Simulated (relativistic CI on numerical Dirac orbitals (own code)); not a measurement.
d7 in a ligand field

Computed with a parametric ligand-field model of a d^n configuration (Racah B and C, spin-orbit zeta, crystal field), exact diagonalisation.

Field parameters in Wybourne normalisation: Oh B⁴₀ = 21Dq, B⁴₄ = √(5/14) B⁴₀; Td as Oh with Dq negative (B⁴₀ = 21Dq, B⁴₄ = √(5/14) B⁴₀). The field is a parameter set, without covalency.

Task: Lowest levels for B = 340, C = 1440, ζ = 230 cm⁻¹, Oh, 10Dq = 37650 cm⁻¹?

Result: Γ8 0 (S 0.50), Γ6 30394 (S 1.50), Γ8 30518 (S 1.50), Γ7 30734 (S 1.50), Γ8 30734 (S 1.50), Γ8 36317 (S 0.50), Γ6 36466 (S 0.50), Γ8 36751 (S 0.50), Γ7 36826 (S 0.50) cm⁻¹, with S from ⟨S²⟩ = S(S + 1). The ground level has 1.00 electrons in the cubic e pair.

Task: Lowest levels for B = 560, C = 2230, ζ = 210 cm⁻¹, Oh, 10Dq = 39600 cm⁻¹?

Result: Γ8 0 (S 0.50), Γ6 28385 (S 1.50), Γ8 28504 (S 1.50), Γ7 28707 (S 1.50), Γ8 28707 (S 1.50), Γ8 37682 (S 0.50), Γ6 37816 (S 0.50), Γ8 38285 (S 0.50), Γ7 38356 (S 0.50) cm⁻¹, with S from ⟨S²⟩ = S(S + 1). The ground level has 1.01 electrons in the cubic e pair.

Task: Lowest levels for B = 400, C = 1690, ζ = 800 cm⁻¹, Oh, 10Dq = 5900 cm⁻¹?

Result: Γ6 0 (S 1.49), Γ8 391 (S 1.46), Γ8 956 (S 1.40), Γ7 1532 (S 1.50), Γ8 3479 (S 0.74), Γ8 5780 (S 1.33), Γ6 6040 (S 1.47), Γ8 6179 (S 1.47), Γ7 6451 (S 1.42) cm⁻¹, with S from ⟨S²⟩ = S(S + 1). The ground level has 2.08 electrons in the cubic e pair.

Task: Lowest levels for B = 910, C = 4520, ζ = 100 cm⁻¹, Td, 10Dq = -8600 cm⁻¹?

Result: Γ8 0 (S 1.50), Γ8 8573 (S 1.50), Γ6 8577 (S 1.50), Γ8 8619 (S 1.50), Γ7 8643 (S 1.50), Γ6 14160 (S 1.50), Γ8 14223 (S 1.50), Γ7 14324 (S 1.50), Γ8 14326 (S 1.50) cm⁻¹, with S from ⟨S²⟩ = S(S + 1). The ground level has 4.00 electrons in the cubic e pair.

Task: Lowest levels for B = 1020, C = 4910, ζ = 810 cm⁻¹, Oh, 10Dq = 17600 cm⁻¹?

Result: Γ6 0 (S 1.50), Γ8 497 (S 1.49), Γ8 1221 (S 1.47), Γ7 1483 (S 1.50), Γ8 6167 (S 0.56), Γ6 16573 (S 1.49), Γ8 16608 (S 1.47), Γ8 16666 (S 1.48), Γ7 17071 (S 1.48) cm⁻¹, with S from ⟨S²⟩ = S(S + 1). The ground level has 2.05 electrons in the cubic e pair.
